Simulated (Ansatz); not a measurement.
System: C7H8N, net charge 0, doublet state. It need not be the lowest isomer of its formula. 
Structure (B3LYP-D3(BJ)/def2-TZVP (Ansatz, an electronic-structure program) minimum search):
```xyz
16

C     -2.2367    -1.3754    -0.0136
C     -1.1128    -0.3786    -0.0033
C     -1.3691     1.0039     0.0124
C     -0.2651     1.8073     0.0204
C      1.0232     1.3548     0.0143
C      1.1746    -0.0432    -0.0014
C      2.5374    -0.6753    -0.0096
N      0.1272    -0.8672    -0.0098
H     -3.2094    -0.8853    -0.0073
H     -2.1661    -2.0093    -0.8991
H     -2.1646    -2.0290     0.8575
H     -2.3838     1.3789     0.0174
H      1.8874     2.0053     0.0209
H      3.3285     0.0735    -0.0019
H      2.6547    -1.3222     0.8615
H      2.6533    -1.3025    -0.8952
```
Charge 0, spin multiplicity 2.

Parts of the frozen-core correlation energy in cc-pwCVTZ (Ansatz, hartree). Frozen orbitals: 8; correlated occupied orbitals by spin: 21 and 20; virtual: 427 and 428. UHF or UKS for open shells. Spin-orbit coupling is left out. No relativistic terms.

| term | value |
|---|---|
| reference (HF) | -324.24376 |
| MP2 opposite-spin | -0.95283 |
| MP2 same-spin | -0.31956 |
| CCSD correlation | -1.33916 |
| (T) | -0.07051 |
| T1 diagnostic | 0.038 |
| largest doubles amplitude | 0.076 |
| <S^2> of the reference | 1.280 |
